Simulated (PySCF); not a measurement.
Se(SiH3)2 (H₆SeSi₂), SMILES [SiH3][Se][SiH3].

The structure is a stationary point at PBE0-D3(BJ)/def2-SVP.

All values below come from PBE/def2-TZVPD (PySCF).

Computed frontier levels, gap, dipole moment and polarisability:
```yaml
highest_occupied_level: -6.03 eV
lowest_empty_level: -1.35 eV
orbital_gap: 4.68 eV
dipole_moment: 0.72 D
quadrupole, principal values (traceless, Buckingham form, about the centre of nuclear charge): -2.64, -0.91, 3.55 D·Å
mean_static_polarisability: 90.7 bohr³ (13.44 Å³)
polarisability_principal_values: 74.6, 87.5, 109.9 bohr³
```
